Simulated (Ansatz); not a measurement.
The cluster Nb2O2. The state is a singlet with charge 0. Geometry r2SCAN-D4/def2-TZVP, that of the charge +1 doublet.

```xyz
4

Nb   -0.696    1.337    0.245
Nb   -0.226   -0.587   -1.391
O     0.730   -1.477   -0.364
O     0.192    0.727    1.510
```

In the def2 sets Nb takes a core potential; there is no spin–orbit coupling. A triplet lies near this restricted singlet, and broken spin symmetry wasn't tried. The structure comes from a short search, and lower isomers may exist.

Question: Estimate the orbital energies around the gap (eV) in Ansatz with PBE-D4/def2-TZVP, r2SCAN-D4/def2-TZVP, PBE0-D4/def2-TZVP.

Answer: 
| orbital | PBE-D4/def2-TZVP | r2SCAN-D4/def2-TZVP | PBE0-D4/def2-TZVP |
| --- | --- | --- | --- |
| HOMO−5 | -8.37 | -8.63 | -9.84 |
| HOMO−4 | -8.36 | -8.58 | -9.74 |
| HOMO−3 | -7.88 | -8.09 | -9.23 |
| HOMO−2 | -5.19 | -5.33 | -6.06 |
| HOMO−1 | -4.54 | -4.66 | -5.47 |
| HOMO | -4.11 | -4.17 | -4.85 |
| LUMO | -3.12 | -2.91 | -2.52 |
| LUMO+1 | -3.00 | -2.81 | -2.10 |
| LUMO+2 | -2.62 | -2.48 | -1.86 |
| LUMO+3 | -2.43 | -2.29 | -1.76 |
| LUMO+4 | -2.36 | -2.25 | -1.71 |
| LUMO+5 | -1.98 | -1.85 | -1.34 |
